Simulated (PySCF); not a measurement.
Si(OH)2 (H₂O₂Si), SMILES O[Si]O (connectivity only; charge and spin as stated), neutral, multiplicity 1. Atoms are numbered in the order given.

```xyz
5

Si     0.6216     0.0059     0.0000
O     -0.3754     1.3183     0.0000
H     -1.3302     1.1697     0.0000
O     -0.5219    -1.2105     0.0000
H     -0.1934    -2.1152     0.0000
```
Charge 0, spin multiplicity 1.

Geometry: B3LYP-D3(BJ)/def2-TZVP. The values are those of a single conformer.

Computed with CAM-B3LYP/def2-TZVPD (PySCF).

Mulliken values depend strongly on the basis, most of all with diffuse functions as here. ESP charges are fitted to the potential on shells at 1.4 to 2.0 van der Waals radii. Atomic charges (e):

| atom | meta-Löwdin | Mulliken | ESP fit |
|---|---|---|---|
| Si1 | 0.78 | 0.21 | [?] |
| O2 | -0.72 | -0.37 | [?] |
| H3 | 0.34 | 0.31 | [?] |
| O4 | -0.74 | -0.46 | [?] |
| H5 | 0.35 | 0.31 | [?] |

Q: Complete the blanks. (Estimate from the structure and the level; the computed values follow.)

A: 
- Si1, ESP fit: 0.19
- O2, ESP fit: -0.50
- H3, ESP fit: 0.42
- O4, ESP fit: -0.51
- H5, ESP fit: 0.39
